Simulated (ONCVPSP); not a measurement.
**Hf: one change to an ONCV potential, before and after**

hafnium (Hf), optimised norm-conserving Vanderbilt (ONCV), made with ONCVPSP 4.0.1 (PBEsol, fully relativistic). Core [Kr] 4d10, reference 4f14 5s2 5p6 5d2 6s1 6p1. Waves: 5s+6s: rc 2.00 bohr, ncon 5, nbas 9, qcut 5.5 1/bohr, 3 projectors, debl 3 Ha; 5p+6p: rc 2.45 bohr, ncon 3, nbas 7, qcut 5.4 1/bohr, 3 projectors, debl 1.8 Ha; 5d: rc 3.20 bohr, ncon 5, nbas 10, qcut 4.7 1/bohr, 2 projectors, debl 3.7 Ha; 4f: rc 1.15 bohr, ncon 3, nbas 8, qcut 12.8 1/bohr, 2 projectors, debl 0.8 Ha. Local part: polynomial inside 1.05 bohr (lpopt 1, dvloc0 0 Ha). Core correction: Teter function, fcfact 4.25, rcfact 1.55.

Open shells are filled in proportion to 2j + 1.

All-electron outer shells of the reference configuration (PBEsol, scalar-relativistic, ld1.x):

```json
{"shell": "4p", "level (eV)": "-380.18", "outermost node (bohr)": "0.25", "outermost maximum (bohr)": "0.46"}
{"shell": "4d", "level (eV)": "-207.99", "outermost node (bohr)": "0.23", "outermost maximum (bohr)": "0.47"}
{"shell": "5s", "level (eV)": "-68.53", "outermost node (bohr)": "0.55", "outermost maximum (bohr)": "1.01"}
{"shell": "5p", "level (eV)": "-37.07", "outermost node (bohr)": "0.60", "outermost maximum (bohr)": "1.16"}
{"shell": "4f", "level (eV)": "-18.34", "outermost node (bohr)": "–", "outermost maximum (bohr)": "0.45"}
{"shell": "6s", "level (eV)": "-6.03", "outermost node (bohr)": "1.36", "outermost maximum (bohr)": "2.85"}
{"shell": "5d", "level (eV)": "-3.91", "outermost node (bohr)": "0.67", "outermost maximum (bohr)": "1.67"}
{"shell": "6p", "level (eV)": "-2.06", "outermost node (bohr)": "1.65", "outermost maximum (bohr)": "3.95"}
```

Change: s: rc 1.72.

Cutoffs: the cutoffs (Ha) at which the residual kinetic energy of the hardest occupied pseudo-wave falls to 1 and 0.1 mHa per electron; they do not see the model core or the augmentation charge, which bear on the density cutoff. Errors are all-electron minus pseudo energies relative to the spin-unpolarised reference configuration.

What does the change do?

The potential gets neither clearly harder nor softer (80 Ha and 233 Ha → 80 Ha and 233 Ha); the f channel sets the loose cutoff, while the largest relative change is in s, which becomes harder; of the 4 tests that both files solve, the error grows in 0 and shrinks in 2 by more than 15 % and 0.3 meV (median size 2.4 → 1.9 meV); neither file shows a bound ghost.

| quantity | base | changed |
| --- | --- | --- |
| cutoff, loose | 80 Ha | 80 Ha |
| cutoff, tight | 233 Ha | 233 Ha |
| loose cutoff by channel | s 13 Ha, p 10 Ha, d 8.3 Ha, f 80 Ha | s 24 Ha, p 10 Ha, d 8.3 Ha, f 80 Ha |
| bound ghosts | none | none |
| GHOST(+) flags under 300 eV | s at 214.3 eV | none |
| error for 4f14 5s2 5p6 5d2 6s2 6p0, meV [ΔE -3.83 eV] | -1.0 | -0.7 |
| error for 4f14 5s2 5p6 5d2 6s1 6p0, meV [ΔE 4.18 eV] | +0.4 | +0.4 |
| error for 4f14 5s2 5p6 5d2 6s0 6p0, meV [ΔE 18.34 eV] | -3.8 | -3.1 |
| error for 4f14 5s2 5p6 5d3 6s1 6p0, meV [ΔE -1.24 eV] | +7.2 | +7.3 |
| p3/2: phases at 2.49 bohr within 0.05 rad from the reference energy up to (Ha; the scan ends near 5) | 4.7 | 4.7 |
| p1/2: phases at 2.49 bohr within 0.05 rad from the reference energy up to (Ha; the scan ends near 5) | 4.5 | 4.5 |
| d5/2: phases at 3.24 bohr within 0.05 rad from the reference energy up to (Ha; the scan ends near 5) | 0.5 | 0.5 |
| d3/2: phases at 3.24 bohr within 0.05 rad from the reference energy up to (Ha; the scan ends near 5) | 0.5 | 0.5 |
| f7/2: phases at 1.16 bohr within 0.05 rad from the reference energy up to (Ha; the scan ends near 5) | to the end of the scan | to the end of the scan |
| f5/2: phases at 1.16 bohr within 0.05 rad from the reference energy up to (Ha; the scan ends near 5) | to the end of the scan | to the end of the scan |
| rms error of d²Exc/dni dnj with the model core, mHa | 3.02 | 3.03 |
